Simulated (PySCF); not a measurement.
thienothiophene (C$_{6}$H$_{4}$S$_{2}$), singlet, at a GFN2-xTB geometry, with bond 9-1 at 1.6 times its length. Base run: HF/STO-3G (PySCF).

Input for PySCF:
```python
from pyscf import gto, scf

mol = gto.M(
    atom='''
C     2.22003131   -0.07797162    0.44942758
C     1.63481759    0.09787413   -0.76183178
C     0.22889463    0.09082685   -0.64938130
S    -1.09106418    0.25587010   -1.75177317
C    -2.22003131    0.07797162   -0.44942758
C    -1.63481759   -0.09787413    0.76183178
C    -0.22889463   -0.09082685    0.64938130
S     1.09106418   -0.25587010    1.75177317
H     3.89605809   -0.13964839    0.80851094
H     2.17150947    0.22543816   -1.68349378
H    -3.26754805    0.11651960   -0.67385468
H    -2.17150947   -0.22543816    1.68349378
''',
    basis='sto-3g',
    verbose=4,
)

mf = scf.RHF(mol)
mf.kernel()
mf.analyze()
```

Variants of this job, named by their change:

```tsv
change	ΔE vs base (µEh)	SCF cycles
base	0.0	12
init_guess = sap	0.0	14
diis = off; damp = 0.6 (with mf.diis_start_cycle = 200; with mf.max_cycle = 150)	0.0	36
conv_tol = 1e-11	0.0	14
diis_space = 2	0.0	16
conv_tol = 1e-7	0.0	8
diis_space = 12	0.0	12
solver = newton; init_guess = 1e	0.0	-
conv_tol = 1e-12	0.0	14
level_shift = 0.3 (with mf.max_cycle = 100)	0.0	13
diis = off (with mf.max_cycle = 100)	0.0	24
init_guess = mod_huckel	0.0	14
solver = newton	0.0	-
```
